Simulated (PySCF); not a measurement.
## Ionisation energy of Co by level of theory

Co [Ar] 3d7 4s2 (4F) → Co⁺ [Ar] 3d8 (3F), as a difference of total energies. All numbers are calculated (PySCF 2.14, no relativity, point nucleus, in cc-pVTZ). Correlated levels: valence: [Ar] frozen. The calculations carry no spin-orbit coupling.

| method | ionisation energy (eV) |
| --- | --- |
| UHF | 7.850 |
| B3LYP | 7.605 |
| TPSS | 7.192 |
| MP2 (valence) | 6.894 |
| SCS-MP2 (valence) | 6.926 |

**Question.** How much does correlation contribute at MP2 (valence)?

**Answer.** 6.894 − (7.850) = -0.956 eV, measured against UHF.

These non-relativistic numbers lack the scalar-relativistic shift.

Errors of the correlated levels include the incompleteness of this basis and the frozen core.

MP2 underrates the near-degeneracy of ns² with np² in the lower species.

For comparison: 7.869 eV (measured; NIST levels, between the centres of gravity of the two terms).
